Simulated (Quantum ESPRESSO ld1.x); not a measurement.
Values are calculated unless marked as measured or tabulated.
Isoelectronic series with 56 electrons, each ion in its NIST ground configuration. Code: ld1.x of Quantum ESPRESSO 7.5. Model: Dirac Kohn-Sham, PBEsol, spin-unpolarised, spherical densities, point nucleus; open shells fill j = l - 1/2 first. Total energies (hartree) and mean radii <r> (bohr) (* marks an orbital that is empty in some or all of the ions):

[
 {"ion": "Ba", "configuration": "[Xe] 6s2", "E (hartree)": "-8136.12", "5p3/2*": "1.948", "5p1/2*": "1.862", "5s1/2*": "1.638"},
 {"ion": "La+", "configuration": "[Xe] 5d2", "E (hartree)": "-8494.01", "5p3/2*": "1.843", "5p1/2*": "1.760", "5s1/2*": "1.563"},
 {"ion": "Ce2+", "configuration": "[Xe] 4f2", "E (hartree)": "-8861.26", "5p3/2*": "1.818", "5p1/2*": "1.736", "5s1/2*": "1.543"},
 {"ion": "Pr3+", "configuration": "[Xe] 4f2", "E (hartree)": "-9237.80", "5p3/2*": "1.701", "5p1/2*": "1.627", "5s1/2*": "1.468"},
 {"ion": "Nd4+", "configuration": "[Xe] 4f2", "E (hartree)": "-9623.47", "5p3/2*": "1.599", "5p1/2*": "1.531", "5s1/2*": "1.398"},
 {"ion": "Pm5+", "configuration": "[Kr] 4d10 4f3 5s2 5p5", "E (hartree)": "-10018.04", "5p3/2*": "1.533", "5p1/2*": "1.469", "5s1/2*": "1.351"},
 {"ion": "Sm6+", "configuration": "[Kr] 4d10 4f4 5s2 5p4", "E (hartree)": "-10422.13", "5p3/2*": "1.474", "5p1/2*": "1.413", "5s1/2*": "1.307"},
 {"ion": "Eu7+", "configuration": "[Kr] 4d10 4f5 5s2 5p3", "E (hartree)": "-10835.86", "5p3/2*": "1.421", "5p1/2*": "1.362", "5s1/2*": "1.266"},
 {"ion": "Gd8+", "configuration": "[Kr] 4d10 4f6 5s2 5p2", "E (hartree)": "-11259.33", "5p3/2*": "1.371", "5p1/2*": "1.314", "5s1/2*": "1.227"},
 {"ion": "Tb9+", "configuration": "[Kr] 4d10 4f6 5s2 5p2", "E (hartree)": "-11692.61", "5p3/2*": "1.311", "5p1/2*": "1.256", "5s1/2*": "1.179"},
 {"ion": "Dy10+", "configuration": "[Kr] 4d10 4f8 5s2", "E (hartree)": "-12135.30", "5p3/2*": "1.281", "5p1/2*": "1.227", "5s1/2*": "1.154"},
 {"ion": "Ho11+", "configuration": "[Kr] 4d10 4f8 5s2", "E (hartree)": "-12588.34", "5p3/2*": "1.229", "5p1/2*": "1.177", "5s1/2*": "1.112"},
 {"ion": "Er12+", "configuration": "[Kr] 4d10 4f8 5s2", "E (hartree)": "-13051.18", "5p3/2*": "1.182", "5p1/2*": "1.131", "5s1/2*": "1.073"},
 {"ion": "Tm13+", "configuration": "[Kr] 4d10 4f9 5s1", "E (hartree)": "-13523.24", "5p3/2*": "1.148", "5p1/2*": "1.097", "5s1/2*": "1.043"},
 {"ion": "Yb14+", "configuration": "[Kr] 4d10 4f10", "E (hartree)": "-14005.54", "5p3/2*": "1.115", "5p1/2*": "1.066", "5s1/2*": "1.016"},
 {"ion": "Lu15+", "configuration": "[Kr] 4d10 4f10", "E (hartree)": "-14498.75", "5p3/2*": "1.077", "5p1/2*": "1.028", "5s1/2*": "0.9830"},
 {"ion": "Hf16+", "configuration": "[Kr] 4d10 4f10", "E (hartree)": "-15002.13", "5p3/2*": "1.041", "5p1/2*": "0.9935", "5s1/2*": "0.9522"},
 {"ion": "Ta17+", "configuration": "[Kr] 4d10 4f10", "E (hartree)": "-15515.78", "5p3/2*": "1.008", "5p1/2*": "0.9609", "5s1/2*": "0.9234"},
 {"ion": "W18+", "configuration": "[Kr] 4d10 4f10", "E (hartree)": "-16039.81", "5p3/2*": "0.9772", "5p1/2*": "0.9305", "5s1/2*": "0.8962"},
 {"ion": "Re19+", "configuration": "[Kr] 4d10 4f10", "E (hartree)": "-16574.32", "5p3/2*": "0.9481", "5p1/2*": "0.9019", "5s1/2*": "0.8705"},
 {"ion": "Os20+", "configuration": "[Kr] 4d10 4f10", "E (hartree)": "-17119.41", "5p3/2*": "0.9208", "5p1/2*": "0.8751", "5s1/2*": "0.8462"},
 {"ion": "Ir21+", "configuration": "[Kr] 4d10 4f10", "E (hartree)": "-17675.20", "5p3/2*": "0.8952", "5p1/2*": "0.8498", "5s1/2*": "0.8232"},
 {"ion": "Pt22+", "configuration": "[Kr] 4d10 4f10", "E (hartree)": "-18241.82", "5p3/2*": "0.8710", "5p1/2*": "0.8258", "5s1/2*": "0.8014"},
 {"ion": "Au23+", "configuration": "[Kr] 4d10 4f10", "E (hartree)": "-18819.39", "5p3/2*": "0.8481", "5p1/2*": "0.8032", "5s1/2*": "0.7807"}
]
